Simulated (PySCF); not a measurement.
## Electron correlation in Be (beryllium, neutral)

[He] 2p2, high-spin 3P determinant (an excited configuration). Calculation: PySCF 2.14, in aug-cc-pVQZ (6s5p4d3f2g, 80 functions); the non-relativistic Hamiltonian (point nucleus). Frozen: 1s2; 2 electrons correlated.

With two correlated electrons CCSD is exact within the correlated space (frozen core and kept virtual orbitals).

| level | correlation energy (mhartree) |
| --- | --- |
| CCSD | -9.33 |

Diagnostics: T1 = 0.0032, D1 = 0.0046, largest double amplitude 0.052.

Cost of the coupled-cluster step: about 6 core-seconds, for 2 correlated electrons.

Iterations:

```
CC2 = 0
CCSD nocc = (np.int64(2), np.int64(0)), nmo = (79, 79)
frozen orbitals [[0], [0]]
max_cycle = 100
direct = 0
conv_tol = 1e-08
conv_tol_normt = 1e-06
diis_space = 8
diis_start_cycle = 0
Init t2, MP2 energy = -0.00630316905961803
Init E_corr(UCCSD) = -0.00630316906035407
cycle = 1  E_corr(UCCSD) = -0.00817884576987371  dE = -0.00187567671  norm(t1,t2) = 0.0255925
cycle = 2  E_corr(UCCSD) = -0.00886198336765473  dE = -0.000683137598  norm(t1,t2) = 0.0107206
cycle = 3  E_corr(UCCSD) = -0.00933868968984134  dE = -0.000476706322  norm(t1,t2) = 0.00487357
cycle = 4  E_corr(UCCSD) = -0.00933383755496477  dE = 4.85213488e-06  norm(t1,t2) = 0.000876017
cycle = 5  E_corr(UCCSD) = -0.00933504783857017  dE = -1.21028361e-06  norm(t1,t2) = 0.000110051
cycle = 6  E_corr(UCCSD) = -0.00933458275774499  dE = 4.65080825e-07  norm(t1,t2) = 1.68241e-05
cycle = 7  E_corr(UCCSD) = -0.00933480219875096  dE = -2.19441006e-07  norm(t1,t2) = 3.41613e-06
cycle = 8  E_corr(UCCSD) = -0.0093347365965322  dE = 6.56022188e-08  norm(t1,t2) = 5.89293e-07
cycle = 9  E_corr(UCCSD) = -0.00933473982007617  dE = -3.22354397e-09  norm(t1,t2) = 8.81746e-08
UCCSD converged
E(UCCSD) = -14.34564256665099  E_corr = -0.009334739820076172
```
